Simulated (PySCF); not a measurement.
# Partial charges of (HAlO)4 cubane

(HAlO)4 cubane, Al4H4O4.
Structure used (PBE0-D3(BJ)/def2-SVP), in Å, numbered top down from 1:
```
atom  x, y, z in Å
Al1    0.135    0.996    1.278
H2     0.262    1.959    2.506
O3    -0.970   -0.491    1.157
Al4   -1.522    0.004   -0.544
H5    -2.996    0.015   -1.071
O6    -0.384    1.466   -0.441
Al7    1.011    0.489   -1.178
H8     1.980    0.967   -2.311
O9     1.501   -0.018    0.539
Al10   0.411   -1.517    0.459
H11    0.802   -2.968    0.897
O12   -0.114   -0.986   -1.240
```

Density: PBE0/pcSseg-1 (pcSseg-2 on Al) (PySCF); schemes: Mulliken, IAO, Hirshfeld and ESP-fitted. Isolated species at its PBE0-D3(BJ)/def2-SVP geometry (one conformer only).

Task: For which atoms does the sign change between the 4 schemes (beyond +0.03 e in one, beyond −0.03 e in another)?

Result: For none.

Task: At which atom do the 4 schemes differ most?

Result: At Al1: from +0.533 (Hirshfeld) to +1.170 e (ESP-fitted), 0.637 e apart.

Task: Give the atomic charges in each scheme.

Result: In e:

```
atom                    environment  Mulliken     IAO  Hirshfeld  ESP-fitted
 Al1  aluminium bonded to 3 O and H    +0.941  +1.106     +0.533      +1.170
  H2                hydrogen on Al1    -0.150  -0.191     -0.140      -0.283
  O3          oxygen bonded to 3 Al    -0.791  -0.914     -0.393      -0.882
 Al4  aluminium bonded to 3 O and H    +0.941  +1.105     +0.533      +1.156
  H5                hydrogen on Al4    -0.150  -0.191     -0.140      -0.279
  O6          oxygen bonded to 3 Al    -0.791  -0.914     -0.393      -0.882
 Al7  aluminium bonded to 3 O and H    +0.941  +1.106     +0.534      +1.166
  H8                hydrogen on Al7    -0.150  -0.191     -0.140      -0.282
  O9          oxygen bonded to 3 Al    -0.791  -0.915     -0.394      -0.886
Al10  aluminium bonded to 3 O and H    +0.941  +1.106     +0.534      +1.162
 H11               hydrogen on Al10    -0.150  -0.191     -0.140      -0.280
 O12          oxygen bonded to 3 Al    -0.791  -0.914     -0.393      -0.880
```

Mean size of the charges over all atoms: ESP-fitted 0.776 e, IAO 0.737 e, Mulliken 0.627 e, Hirshfeld 0.356 e. Each set sums to the total charge, 0, to within 0.001 e. The Mulliken scheme counts on each atom the diagonal of the density matrix times the overlap matrix over that atom's basis functions. The IAO scheme projects the occupied orbitals on a minimal set of polarised atomic orbitals and counts the electrons in each atom's part of it.

Task: Sum the charges by element.

Result: 
```csv
element,atoms,Mulliken,IAO,Hirshfeld,ESP-fitted
Al,4,+3.764,+4.423,+2.134,+4.655
H,4,-0.599,-0.766,-0.560,-1.124
O,4,-3.165,-3.658,-1.574,-3.531
```

Task: How many electrons does the Hirshfeld scheme count on O3?

Result: Z − q = 8 − (-0.393) = 8.393.
